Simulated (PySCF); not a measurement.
Simulation results for CH6BSi, BClH3Si, BH4OSi, BH4Si and others

Calculation on a computer-drawn molecule: the log of a Hartree-Fock and frozen-core CCSD(T) single point meant for a local Hartree-Fock minimum, with one planted fault or none, to be diagnosed. Offsets are logged minus clean, where the clean run is the same molecule without the fault. The reference is restricted for singlets and unrestricted otherwise, and also for a bond in bohr or an excited solution. Adding or removing an electron swaps singlet and doublet. The excited solution moves the top pair (singlet) or top alpha electron (doublet) to the lowest empty orbital. Highest occupied and lowest empty are orbital energies over both spins, largest force is the largest gradient component, triples share is (T) over the correlation energy, the T1 limit is 0.02 restricted and 0.045 unrestricted, electrons count all cores, a negative frequency is imaginary (commonest isotopes), and the dipole is about the centre of nuclear charge. Program: PySCF 2.14.0.

Common to all runs: logged SCF converged yes; logged CC converged yes; logged SCF stable within its kind yes; possible faults no fault, one electron removed, one electron added, multiplicity raised by two, geometry at a saddle point, SCF held on an excited solution, minimal basis STO-3G, one bond length entered in bohr, all coordinates scaled.

(1) CH6BSi

Logged structure:
```xyz
9
CH6BSi
B     -1.0411    -1.1853    -2.1961
Si    -1.3594     0.0086    -0.5861
C     -2.8681     1.0100    -0.2735
H     -1.3786    -2.3254    -2.1352
H     -0.5231    -0.7162    -3.1600
H     -0.3101     0.1027     0.4387
H     -2.5766     2.0623    -0.1760
H     -3.2955     0.7098     0.6903
H     -3.6191     0.9083    -1.0559
```

* meant charge: 1
* meant multiplicity: 1
* meant basis: cc-pV(D+d)Z
* logged electrons: 30
* logged basis functions: 81
* logged spin squared: 0
* logged highest occupied: -17.369 eV
* logged lowest empty: -5.1002 eV
* logged largest force: 1.621e-05 hartree/bohr
* logged lowest frequency: 64.638 cm⁻¹
* logged T1 diagnostic: 0.011469
* logged D1 diagnostic: 0.028687
* logged triples share: 0.025391
* logged dipole magnitude: 0.67085 debye
* logged energy HF: -354.67911 hartree
* logged energy CCSD(T): -355.03959 hartree
* planted fault: no fault
* HF energy offset from clean run: 0 kcal/mol
* CCSD(T) energy offset from clean run: 0 kcal/mol

Drawn bonds:
```tsv
atom	other atom	order
1	2	1
2	3	1
1	4	1
1	5	1
2	6	1
3	7	1
3	8	1
3	9	1
```

(2) CH6BSi

Structure as in entry 1.

- meant charge: 1
- meant multiplicity: 1
- meant basis: cc-pV(D+d)Z
- logged electrons: 30
- logged basis functions: 81
- logged spin squared: 2.0123
- logged highest occupied: -13.252 eV
- logged lowest empty: -8.4155 eV
- logged largest force: 0.066983 hartree/bohr
- logged T1 diagnostic: 0.02098
- logged D1 diagnostic: 0.10142
- logged triples share: 0.028816
- logged dipole magnitude: 3.0021 debye
- logged energy HF: -354.53586 hartree
- logged energy CCSD(T): -354.89193 hartree
- planted fault: multiplicity raised by two
- HF energy offset from clean run: 89.89 kcal/mol
- CCSD(T) energy offset from clean run: 92.66 kcal/mol

Drawn bonds:
```tsv
atom	other atom	order
1	2	1
2	3	1
1	4	1
1	5	1
2	6	1
3	7	1
3	8	1
3	9	1
```

(3) BClH3Si

Logged structure:
```xyz
6
BClH3Si
B      1.1452     1.3827     0.2896
Si     0.1098    -0.2648    -0.3209
Cl     0.9026    -2.0551    -0.0864
H      1.8718     1.8991    -0.4965
H      0.8347     2.0834     2.4008
H     -1.2154    -0.2777    -0.9422
```

- meant charge: 1
- meant multiplicity: 1
- meant basis: cc-pV(D+d)Z
- logged electrons: 38
- logged basis functions: 75
- logged spin squared: 0.7207
- logged highest occupied: -15.819 eV
- logged lowest empty: -5.6721 eV
- logged largest force: 0.020814 hartree/bohr
- logged T1 diagnostic: 0.065577
- logged D1 diagnostic: 0.27085
- logged triples share: 0.035506
- logged dipole magnitude: 4.1762 debye
- logged energy HF: -774.47053 hartree
- logged energy CCSD(T): -774.81336 hartree
- planted fault: one bond length entered in bohr, row 4 of the drawn bonds
- HF energy offset from clean run: 76.33 kcal/mol
- CCSD(T) energy offset from clean run: 76.9 kcal/mol

Drawn bonds:
```tsv
atom	other atom	order
1	2	1
2	3	1
1	4	1
1	5	1
2	6	1
```

Notes: T1 above single-reference limit.

(4) BH4OSi

Logged structure:
```xyz
7
BH4OSi
B     -1.7276     0.6059    -0.6239
Si     0.2761     0.5799    -1.0036
O      0.9344    -0.2583    -2.1644
H     -2.3870     1.4391    -1.1575
H     -2.1665    -0.2072     0.1244
H      1.2925     1.3177    -0.2592
H      0.5593    -0.8360    -2.8204
```

- meant charge: 1
- meant multiplicity: 1
- meant basis: cc-pV(D+d)Z
- logged electrons: 31
- logged basis functions: 71
- logged spin squared: 0.7597
- logged highest occupied: -6.4197 eV
- logged lowest empty: 0.9882 eV
- logged largest force: 0.073485 hartree/bohr
- logged T1 diagnostic: 0.016621
- logged D1 diagnostic: 0.054333
- logged triples share: 0.025043
- logged dipole magnitude: 4.2262 debye
- logged energy HF: -390.74685 hartree
- logged energy CCSD(T): -391.15451 hartree
- planted fault: one electron added
- HF energy offset from clean run: -126.7 kcal/mol
- CCSD(T) energy offset from clean run: -139.9 kcal/mol

Drawn bonds:
```tsv
atom	other atom	order
1	2	1
2	3	1
1	4	1
1	5	1
2	6	1
3	7	1
```

(5) CH6BSi

Logged structure:
```xyz
9
CH6BSi
B     -0.6068    -0.7490    -0.1854
Si     1.1305    -1.4480    -0.3547
C      1.8338    -2.9998     0.5365
H     -0.9431     0.2408    -0.7993
H     -1.4283    -1.2715     0.5402
H      2.2127    -0.8801    -1.2198
H      2.6910    -2.7616     1.1737
H      2.1521    -3.7756    -0.1664
H      1.0565    -3.4298     1.1745
```

- meant charge: -1
- meant multiplicity: 1
- meant basis: aug-cc-pV(D+d)Z
- logged electrons: 32
- logged basis functions: 132
- logged spin squared: 2.0108
- logged highest occupied: 0.79316 eV
- logged lowest empty: 3.1474 eV
- logged largest force: 0.036657 hartree/bohr
- logged T1 diagnostic: 0.027229
- logged D1 diagnostic: 0.14418
- logged triples share: 0.032928
- logged dipole magnitude: 9.8623 debye
- logged energy HF: -354.89803 hartree
- logged energy CCSD(T): -355.305 hartree
- planted fault: multiplicity raised by two
- HF energy offset from clean run: 24.87 kcal/mol
- CCSD(T) energy offset from clean run: 47.73 kcal/mol

Drawn bonds:
```tsv
atom	other atom	order
1	2	1
2	3	1
1	4	1
1	5	1
2	6	1
3	7	1
3	8	1
3	9	1
```

Notes: highest electron not bound in this basis.

(6) BH4OSi

Logged structure:
```xyz
7
BH4OSi
B     -1.8070     0.7014     0.2434
Si     0.0299     0.8596    -0.0462
O      1.2685     0.7922     1.1287
H     -2.2768     0.5295     1.3491
H     -2.5514     0.7732    -0.7089
H      0.7845     1.0704    -1.3080
H      0.9237     0.6589     1.9952
```

* meant charge: -1
* meant multiplicity: 1
* meant basis: aug-cc-pV(D+d)Z
* logged electrons: 31
* logged basis functions: 114
* logged spin squared: 0.761
* logged highest occupied: -8.3023 eV
* logged lowest empty: 0.32157 eV
* logged largest force: 0.051192 hartree/bohr
* logged T1 diagnostic: 0.017617
* logged D1 diagnostic: 0.055572
* logged triples share: 0.030049
* logged dipole magnitude: 0.52669 debye
* logged energy HF: -390.80422 hartree
* logged energy CCSD(T): -391.23595 hartree
* planted fault: one electron removed
* HF energy offset from clean run: 4.979 kcal/mol
* CCSD(T) energy offset from clean run: 31.85 kcal/mol

Drawn bonds:
```tsv
atom	other atom	order
1	2	1
2	3	1
1	4	1
1	5	1
2	6	1
3	7	1
```

(7) BH4Si

Logged structure:
```xyz
6
BH4Si
B      0.4462     1.5611    -0.7666
Si    -0.5326     1.3831    -2.4426
H      1.0906     2.5478    -0.5507
H      0.4040     0.6841     0.0484
H     -0.5437     2.4050    -3.5076
H     -1.3536     0.2101    -2.8014
```

- meant charge: 0
- meant multiplicity: 2
- meant basis: cc-pV(D+d)Z
- logged electrons: 23
- logged basis functions: 18
- logged spin squared: 0.7612
- logged highest occupied: -5.4988 eV
- logged lowest empty: 5.437 eV
- logged largest force: 0.022466 hartree/bohr
- logged T1 diagnostic: 0.021259
- logged D1 diagnostic: 0.096293
- logged triples share: 0.010958
- logged dipole magnitude: 0.60187 debye
- logged energy HF: -312.21119 hartree
- logged energy CCSD(T): -312.31458 hartree
- planted fault: minimal basis STO-3G
- HF energy offset from clean run: 2303 kcal/mol
- CCSD(T) energy offset from clean run: 2376 kcal/mol

Drawn bonds:
```tsv
atom	other atom	order
1	2	1
1	3	1
1	4	1
2	5	1
2	6	1
```

(8) B2H5NSi

Logged structure:
```xyz
9
B2H5NSi
B     -0.0410     2.5397    -0.2296
Si    -1.8107     2.0142    -0.1182
B     -1.9250     0.3623    -0.8866
N     -1.9634    -0.6456    -1.3619
H      0.3277     3.0933    -1.0899
H      0.6711     2.2714     0.5475
H     -2.2373     1.9138     1.1536
H     -2.6392     2.8414    -0.7804
H     -2.0093    -1.4542    -1.7402
```

- meant charge: 0
- meant multiplicity: 1
- meant basis: cc-pV(D+d)Z
- logged electrons: 36
- logged basis functions: 90
- logged spin squared: 0
- logged highest occupied: -11.416 eV
- logged lowest empty: 1.4331 eV
- logged largest force: 0.1901 hartree/bohr
- logged T1 diagnostic: 0.014436
- logged D1 diagnostic: 0.038018
- logged triples share: 0.029398
- logged dipole magnitude: 0.4152 debye
- logged energy HF: -395.54997 hartree
- logged energy CCSD(T): -396.02566 hartree
- planted fault: all coordinates scaled, by -9.3 %
- HF energy offset from clean run: 59.87 kcal/mol
- CCSD(T) energy offset from clean run: 67.87 kcal/mol

Drawn bonds:
```tsv
atom	other atom	order
1	2	1
2	3	1
3	4	2
1	5	1
1	6	1
2	7	1
2	8	1
4	9	1
```
